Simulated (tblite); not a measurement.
Isomers of C4H7FO2Si. Level: GFN2-xTB in tblite, geometry and Hessian alike; calculated harmonic values, unscaled, isolated species. Against measured fundamentals such values can be off by several per cent, at times by over 20. Modes of hydrogen on silicon can be 10 to 20 % off. One conformer each.

Electronic energies: GFN2-xTB at the same geometries; isomer energies are rough at this level and their order can be wrong.

```
                    SMILES  electronic energy, lowest = 0 (kcal/mol)
          C#C[Si](F)(OC)OC                                       0.0
CO[C@@]1(F)[SiH2][C@H]1C=O                                      84.5
    CC1=C(O[SiH2]O)[C@H]1F                                      20.5
```

**Question.** How do GFN2-xTB zero-point energies change the relative energies?

**Answer.** 
| SMILES | ZPE (kcal/mol) | of it from modes above 1550 cm⁻¹ | electronic (kcal/mol) | with ZPE, lowest = 0 (kcal/mol) | lowest mode (cm⁻¹) | rings |
| --- | --- | --- | --- | --- | --- | --- |
| C#C[Si](F)(OC)OC | 65.5 | 33.5 | 0.0 | 0.0 | 43 | 0 |
| CC1=C(O[SiH2]O)[C@H]1F | 62.9 | 32.0 | 20.5 | 17.9 | 38 | 1 |
| CO[C@@]1(F)[SiH2][C@H]1C=O | 62.8 | 30.4 | 84.5 | 81.8 | 89 | 1 |

The zero-point energies span 2.7 kcal/mol, from `CO[C@@]1(F)[SiH2][C@H]1C=O` to `C#C[Si](F)(OC)OC`. The order is unchanged.

**Question.** What do entropy and thermal enthalpy add at 298.15 K and 1 bar (rigid rotor, harmonic oscillator, one conformer each)?

**Answer.** 
| SMILES | point group | symmetry number | S (cal/(mol K)) | H − H(0) (kcal/mol) | ZPE + H − H(0) − TS (kcal/mol) |
| --- | --- | --- | --- | --- | --- |
| C#C[Si](F)(OC)OC | C1 | 1 | 107.8 | 7.85 | 41.3 |
| CC1=C(O[SiH2]O)[C@H]1F | C1 | 1 | 101.4 | 7.13 | 39.8 |
| CO[C@@]1(F)[SiH2][C@H]1C=O | C1 | 1 | 95.5 | 6.76 | 41.1 |
